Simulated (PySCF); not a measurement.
C5H12Si, SMILES [C@@H]1(C)[Si@H](CC1)C.

Coordinates come from a PBE0-D3(BJ)/def2-SVP optimisation. The structure was generated by enumeration; whether it is a known compound was not checked.

The numbers are results of TDA-PBE/def2-SVPD (PySCF 2.14.0), not measurements.

Vertical excitations. Isolated molecule, no solvent.

```
state  energy (eV)  λ (nm)      f                                                main pairs
-----  -----------  ------  -----  --------------------------------------------------------
S1            6.25     198  0.004                          HOMO→LUMO+1 53 %, HOMO→LUMO 45 %
S2            6.29     197  0.004                          HOMO→LUMO 51 %, HOMO→LUMO+1 46 %
S3            6.46     192  0.033                                          HOMO→LUMO+2 97 %
S4            6.63     187  0.003                      HOMO−1→LUMO+1 68 %, HOMO−1→LUMO 29 %
S5            6.74     184  0.031  HOMO−1→LUMO 44 %, HOMO−1→LUMO+1 28 %, HOMO−1→LUMO+2 22 %
S6            6.85     181  0.016                      HOMO→LUMO+3 83 %, HOMO−1→LUMO+2 16 %
T1            5.98     207      0                                            HOMO→LUMO 94 %
T2            6.17     201      0                                          HOMO→LUMO+1 92 %
```
Triplets are in the Tamm–Dancoff approximation.
